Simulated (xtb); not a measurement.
H₄O₄Ti, SMILES [OH][Ti]([OH])([OH])[OH], multiplicity 1. All values are semi-empirical tight-binding results from xtb (GFN2-xTB unless named), good for trends rather than for accurate numbers. Geometry optimised at GFN2-xTB. The multiplicity is an assumed one; other spin states were not compared. The isomer is the one that the SMILES or the coordinates give; other isomers of the formula were not compared. The values are those of a single conformer.

Optimised geometry:

```xyz
9

Ti     0.0000     0.0000     0.0000
O      0.8466    -1.1631    -0.9667
H      1.7338    -1.1188    -1.3335
O      1.1624     0.8473     0.9676
H      1.1150     1.7378     1.3262
O     -0.8466     1.1631    -0.9667
H     -1.7338     1.1188    -1.3335
O     -1.1624    -0.8473     0.9676
H     -1.1150    -1.7378     1.3262
```
Charge 0, spin multiplicity 1.

For metal compounds this method's bond lengths and energies can be far off.

Computed properties:
```yaml
point_group_as_xtb_finds_it: S4
orbital_gap: 4.82 eV
zero_point_energy: 28.3 kcal/mol
G − E(el) at 298.15 K (modified RRHO): 7.2 kcal/mol
```

Computed atomic charges and the Wiberg bond orders between heavy atoms:
charges (e) Ti1 1.16, O2 -0.61, H3 0.32, O4 -0.61, H5 0.32, O6 -0.61, H7 0.32, O8 -0.61, H9 0.32. Bond orders Ti1–O2 1.06, Ti1–O4 1.06, Ti1–O6 1.06, Ti1–O8 1.06.
